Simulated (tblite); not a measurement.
Parent: `[CH3:1][C:2]([CH3:3])([CH:4]=[O:5])[SiH2:6][SiH3:7]` with C1–C2–C4–O5 -56°, C1–C2–Si6–Si7 68°, C4H12OSi2.

Computed geometry: GFN2-xTB, gas phase. One conformer each, not checked by frequencies here.

```tsv
coordinate of the parent	value
C1–C2	1.530 Å
C2–C3	1.521 Å
C2–C4	1.472 Å
C4=O5	1.212 Å
C2–Si6	1.951 Å
Si6–Si7	2.314 Å
C1–C2–C3	110.8°
C1–C2–C4	110.4°
C1–C2–Si6	107.7°
C3–C2–C4	112.6°
C3–C2–Si6	113.0°
C4–C2–Si6	102.0°
C2–C4–O5	124.3°
C2–Si6–Si7	107.4°
```

Task: How does the shared frame change in `[CH2:1]=[CH:2][SiH2:3][SiH2:4][C:5]([CH3:6])([CH3:7])[CH:8]=[O:9]` with C1–C2–Si3–Si4 7°, C2–Si3–Si4–C5 162°, Si3–Si4–C5–C6 -67°, Si4–C5–C8–O9 -61°, C6H14OSi2? Atoms pair as C1 = C6, C2 = C5, C3 = C7, C4 = C8, O5 = O9, Si6 = Si4, Si7 = Si3 (parent first).

Result: 
| parent | relative | value in the relative | change |
| --- | --- | --- | --- |
| C1–C2 | C6–C5 | 1.529 Å | -0.001 |
| C2–C3 | C5–C7 | 1.521 Å | 0.000 |
| C2–C4 | C5–C8 | 1.470 Å | -0.002 |
| C4=O5 | C8=O9 | 1.213 Å | +0.001 |
| C2–Si6 | C5–Si4 | 1.951 Å | 0.000 |
| Si6–Si7 | Si4–Si3 | 2.320 Å | +0.006 |
| C1–C2–C3 | C6–C5–C7 | 111.0° | +0.2 |
| C1–C2–C4 | C6–C5–C8 | 110.9° | +0.5 |
| C1–C2–Si6 | C6–C5–Si4 | 107.8° | +0.1 |
| C3–C2–C4 | C7–C5–C8 | 112.7° | +0.1 |
| C3–C2–Si6 | C7–C5–Si4 | 112.5° | -0.5 |
| C4–C2–Si6 | C8–C5–Si4 | 101.6° | -0.4 |
| C2–C4–O5 | C5–C8–O9 | 124.5° | +0.2 |
| C2–Si6–Si7 | C5–Si4–Si3 | 107.2° | -0.2 |

Of the parent's bonds, Si6–Si7 changes most (+0.006 Å). Bonds of the relative outside the shared frame: C1=C2 1.323, C2–Si3 1.893 Å. Point group C1 → C1.

Task: How does the shared frame change in `[CH3:1][S:2][SiH2:3][SiH2:4][C:5]([CH3:6])([CH3:7])[CH:8]=[O:9]` with C1–S2–Si3–Si4 -172°, S2–Si3–Si4–C5 -55°, Si3–Si4–C5–C6 -163°, Si4–C5–C8–O9 37°, C5H14OSSi2? Atoms pair as C1 = C7, C2 = C5, C3 = C6, C4 = C8, O5 = O9, Si6 = Si4, Si7 = Si3 (parent first).

Result: 
| parent | relative | value in the relative | change |
| --- | --- | --- | --- |
| C1–C2 | C7–C5 | 1.536 Å | +0.006 |
| C2–C3 | C5–C6 | 1.524 Å | +0.003 |
| C2–C4 | C5–C8 | 1.486 Å | +0.014 |
| C4=O5 | C8=O9 | 1.207 Å | -0.005 |
| C2–Si6 | C5–Si4 | 1.932 Å | -0.019 |
| Si6–Si7 | Si4–Si3 | 2.304 Å | -0.010 |
| C1–C2–C3 | C7–C5–C6 | 109.8° | -1.0 |
| C1–C2–C4 | C7–C5–C8 | 106.8° | -3.6 |
| C1–C2–Si6 | C7–C5–Si4 | 109.0° | +1.3 |
| C3–C2–C4 | C6–C5–C8 | 111.1° | -1.5 |
| C3–C2–Si6 | C6–C5–Si4 | 113.6° | +0.6 |
| C4–C2–Si6 | C8–C5–Si4 | 106.2° | +4.2 |
| C2–C4–O5 | C5–C8–O9 | 124.5° | +0.2 |
| C2–Si6–Si7 | C5–Si4–Si3 | 109.3° | +1.9 |

Of the parent's bonds, C2–Si6 changes most (-0.019 Å). Bonds of the relative outside the shared frame: C1–S2 1.813, S2–Si3 2.158 Å. Point group C1 → C1.
